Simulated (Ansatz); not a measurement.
Basis sets compared for `C#Cc1ccc(C#Cc2ccc(C#Cc3ccc(C#Cc4ccc(C#Cc5ccc(C#Cc6ccc(C#Cc7ccc(C#Cc8ccccc8)cc7)cc6)cc5)cc4)cc3)cc2)cc1`. Charge 0, multiplicity 1. Geometry PBE-D4/def2-SVP. Ansatz on 11 threads of AMD EPYC 7R13 on a shared host and a whole NVIDIA H100 80GB HBM3; times are rough, and most runs start from earlier orbitals.

Cartesian coordinates in Å:
```
C 4.990 21.126 17.061
C 4.689 20.233 16.276
C 4.339 19.193 15.363
C 4.259 19.449 13.969
C 3.917 18.434 13.077
C 3.642 17.120 13.543
C 3.297 16.084 12.635
C 2.999 15.182 11.848
C 2.662 14.140 10.945
C 2.567 14.387 9.548
C 2.241 13.363 8.663
C 1.997 12.043 9.133
C 1.675 10.995 8.233
C 1.402 10.078 7.454
C 1.099 9.014 6.565
C 0.903 7.693 7.054
C 0.620 6.645 6.184
C 0.519 6.867 4.783
C 0.245 5.792 3.898
C 0.021 4.848 3.136
C -0.221 3.750 2.271
C -0.354 3.936 0.868
C -0.574 2.853 0.021
C -0.668 1.532 0.538
C -0.871 0.421 -0.321
C -1.031 -0.555 -1.059
C -1.195 -1.690 -1.894
C -1.393 -1.549 -3.295
C -1.536 -2.668 -4.112
C -1.484 -3.980 -3.567
C -1.609 -5.123 -4.397
C -1.702 -6.128 -5.108
C -1.792 -7.291 -5.915
C -2.059 -7.199 -7.309
C -2.133 -8.343 -8.098
C -1.940 -9.633 -7.532
C -2.002 -10.801 -8.335
C -2.044 -11.823 -9.026
C -2.082 -13.002 -9.815
C -2.397 -12.946 -11.200
C -2.428 -14.104 -11.972
C -2.144 -15.373 -11.396
C -2.169 -16.554 -12.183
C -2.188 -17.582 -12.864
C -2.206 -18.768 -13.649
C -1.852 -20.020 -13.077
C -1.870 -21.183 -13.854
C -2.240 -21.127 -15.209
C -2.592 -19.895 -15.786
C -2.577 -18.725 -15.020
C -1.831 -15.429 -10.010
C -1.802 -14.271 -9.237
C -1.678 -9.726 -6.137
C -1.606 -8.582 -5.348
C -1.293 -4.120 -2.165
C -1.153 -3.002 -1.348
C -0.544 1.346 1.943
C -0.326 2.429 2.789
C 0.707 8.189 4.294
C 0.992 9.238 5.165
C 2.089 11.797 10.531
C 2.414 12.821 11.416
C 3.722 16.866 14.939
C 4.063 17.881 15.830
H 5.256 21.913 17.752
H 4.470 20.463 13.598
H 3.859 18.643 11.999
H 2.756 15.403 9.172
H 2.172 13.565 7.584
H 0.982 7.508 8.135
H 0.474 5.627 6.573
H -0.277 4.953 0.456
H -0.671 3.009 -1.063
H -1.429 -0.539 -3.729
H -1.686 -2.546 -5.194
H -2.207 -6.207 -7.759
H -2.339 -8.259 -9.175
H -2.617 -11.970 -11.658
H -2.673 -14.048 -13.043
H -1.564 -20.059 -12.017
H -1.593 -22.146 -13.397
H -2.253 -22.045 -15.816
H -2.882 -19.846 -16.847
H -2.852 -17.759 -15.468
H -1.610 -16.404 -9.553
H -1.557 -14.327 -8.167
H -1.528 -10.718 -5.687
H -1.400 -8.666 -4.271
H -1.255 -5.130 -1.731
H -1.003 -3.124 -0.265
H -0.618 0.329 2.354
H -0.228 2.273 3.873
H 0.630 8.374 3.213
H 1.139 10.255 4.775
H 1.901 10.781 10.907
H 2.483 12.619 12.495
H 3.511 15.852 15.311
H 4.123 17.674 16.909
```

Single mean-field runs in def2-SVP, def2-TZVP are fitted with def2-universal-jkfit.

Binding counts from free atoms (C triplet, H doublet) in the same basis, without a counterpoise term.

| level | functions | energy (Eh) | HOMO (eV) | LUMO (eV) | binding per atom (eV) | wall time |
| --- | --- | --- | --- | --- | --- | --- |
| PBE-D4/def2-SVP | 1066 | -2454.1766 | -4.92 | -3.19 | 5.87 | 12 s |
| PBE0-D4/def2-SVP | 1066 | -2454.3253 | -5.68 | -2.65 | 5.73 | 11 s |

Question: Estimate the rows for PBE-D4/def2-TZVP (with forces), PBE0-D4/def2-TZVP.

Answer: 
```tsv
level	functions	energy (Eh)	HOMO (eV)	LUMO (eV)	binding per atom (eV)	wall time
PBE-D4/def2-TZVP (with forces)	2188	-2456.7398	-4.97	-3.26	5.78	18 s
PBE0-D4/def2-TZVP	2188	-2456.8665	-5.68	-2.69	5.63	17 s
```
